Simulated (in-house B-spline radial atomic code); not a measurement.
Checks on a self-consistent run for Si V (Si4+), [He] 2s2 (2p1/2)2 (2p3/2)3 4s1. Method: Dirac-Hartree-Fock, average of the jj configuration, Fermi nucleus of rms radius 3.1224 fm. Calculated with a B-spline radial code for spherical atoms.

| orbital | q | ε (Eh) | <1/r> | <r²> | small-component weight |
| --- | --- | --- | --- | --- | --- |
| 1s1/2 | 2 | -72.47976 | 13.6596 | 0.0165581 | 0.0024657 |
| 2s1/2 | 2 | -9.07381 | 2.67894 | 0.352284 | 0.00037544 |
| 2p1/2 | 2 | -7.32526 | 2.57378 | 0.317379 | 0.00035298 |
| 2p3/2 | 3 | -7.32665 | 2.56362 | 0.318632 | 0.00035196 |
| 4s1/2 | 1 | -1.11042 | 0.409133 | 12.9965 | 3.3458e-05 |

Electron-electron repulsion V_ee = 79.9933 hartree.

Problem. What total energy follows from the eigenvalues?

Solution. The eigenvalues count the repulsion twice, so E = Σqε - V_ee = -200.848 - 79.993 = -280.841 hartree; the run printed -280.841.

Problem. Does the Dirac virial theorem hold?

Solution. For a point nucleus E = -2c²Σq·w, with w the small-component weight. Here Σq·w = 0.0074776 and c = 137.0360, so the ratio E/(-2c²Σq·w) is 1.000001.

Problem. What diamagnetic shielding (Lamb formula) and susceptibility (Langevin formula) do the radii give?

Solution. σ = (α²/3)Σq<1/r> = 45.9246/(3·137.036²) = 815.18 ppm, and χ = -0.79199×10⁻⁶·Σq<r²> = -12.14×10⁻⁶ cm³/mol with Σq<r²> = 15.325 bohr². Both are non-relativistic formulas without the paramagnetism of open shells.
